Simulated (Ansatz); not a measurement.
Born–Oppenheimer molecular dynamics of ClGaH2O2 (6 atoms, charge 0, multiplicity 1). It starts from a relaxed structure.

Theory: RKS PBE0/def2-SVPD (Ansatz).

```
ensemble                      : NVE (Milne-controlled integrator)
time step                     : 0.5 fs
steps asked                   : 150
starting velocities drawn for : 1000 K
seed                          : 21211
```

First frame:

```xyz
6
Properties=species:S:1:pos:R:3
Ga -0.031 -0.295 -0.142
Cl 0.081 -0.174 2.003
O 1.433 -0.378 -1.133
H 2.258 -0.366 -0.637
O -1.591 -0.316 -0.978
H -2.360 -0.270 -0.401
```

Q: How far do the bonds stretch over the last three quarters of this one trajectory? (Pairs bonded in most of those frames.)

A: 
```json
{"bond": "Ga1–Cl2", "mean (Å)": "2.184", "spread (Å)": "0.076", "shortest": "2.06", "longest": "2.27"}
{"bond": "Ga1–O3", "mean (Å)": "1.787", "spread (Å)": "0.055", "shortest": "1.70", "longest": "1.86"}
{"bond": "Ga1–O5", "mean (Å)": "1.774", "spread (Å)": "0.025", "shortest": "1.74", "longest": "1.82"}
{"bond": "O3–H4", "mean (Å)": "0.963", "spread (Å)": "0.005", "shortest": "0.95", "longest": "0.97"}
{"bond": "O5–H6", "mean (Å)": "0.972", "spread (Å)": "0.046", "shortest": "0.90", "longest": "1.03"}
```

Mean temperature of the second half: 456 K. The conserved energy stayed within 0.14 meV per atom of its start (net change -0.038 meV per atom), so the integration is sound. Over the second half the temperature averaged 0.46 of the 1000 K drawn at the start: a run that starts near a minimum puts about half its kinetic energy into the potential. A run of 0.075 ps of so small a system gives no equilibrium averages.

The run took 8.9 min on 2 threads of Arm Neoverse V2, with other jobs on the host, peak memory 0.32 GiB.
